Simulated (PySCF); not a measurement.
WO₂F, SMILES [O]=[W]([F])=[O] (connectivity only; charge and spin as stated), neutral, multiplicity 2.

The structure is a stationary point at r2SCAN-D4/def2-TZVP. The multiplicity is an assumed one; other spin states were not compared. The isomer is the one that the SMILES or the coordinates give; other isomers of the formula were not compared. The def2 effective core potentials stand for the cores of W; spin–orbit coupling is left out.

Method: TDA-PBE/def2-SVPD (PySCF).

Vertical excitations. Isolated molecule, no solvent.

Computed UV-visible absorptions:
```
state    energy (eV)  λ (nm)      f                                main pairs
-------  -----------  ------  -----  ----------------------------------------
root 1          2.38     520  0.005                          α HOMO→LUMO 99 %
root 2          3.01     412  0.001                         β HOMO→LUMO 100 %
root 3          3.14     395  0.000                        α HOMO→LUMO+1 98 %
root 4          3.74     331  0.001     α HOMO−1→LUMO 90 %, β HOMO→LUMO+1 9 %
root 5          3.88     320  0.002                        β HOMO−1→LUMO 98 %
root 6          4.32     287  0.002     α HOMO−1→LUMO 8 %, β HOMO→LUMO+1 89 %
root 7          4.34     286  0.001                        β HOMO−2→LUMO 96 %
root 8          4.41     281  0.000  α HOMO−1→LUMO+1 84 %, β HOMO→LUMO+2 14 %
root 9          4.65     266  0.002                        β HOMO−3→LUMO 95 %
root 10         4.68     265  0.001  α HOMO−2→LUMO 83 %, β HOMO−1→LUMO+1 13 %
```
Unrestricted roots are not spin-pure.
